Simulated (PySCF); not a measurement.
tert-butylthiol (C4H10S), SMILES C(S)(C)(C)C.

Geometry optimised at PBE0-D3(BJ)/def2-SVP. The values are those of a single conformer.

All values below come from B3LYP/def2-TZVP (PySCF).

Symmetry labels are those of the subgroup Cs that the program uses (full group Cs).

List the valence orbital energies around the gap with their symmetry. (Estimate from the structure and the level; the computed values follow.)


```
orbital  symmetry  energy (eV)
-------  --------  -----------
HOMO−7         A'       -11.09
HOMO−6         A"       -10.88
HOMO−5         A"       -10.19
HOMO−4         A'       -10.06
HOMO−3         A"        -9.49
HOMO−2         A'        -9.40
HOMO−1         A'        -8.52
HOMO           A"        -6.46
LUMO           A'         0.11
LUMO+1         A'         0.93
LUMO+2         A'         1.52
LUMO+3         A'         2.15
```
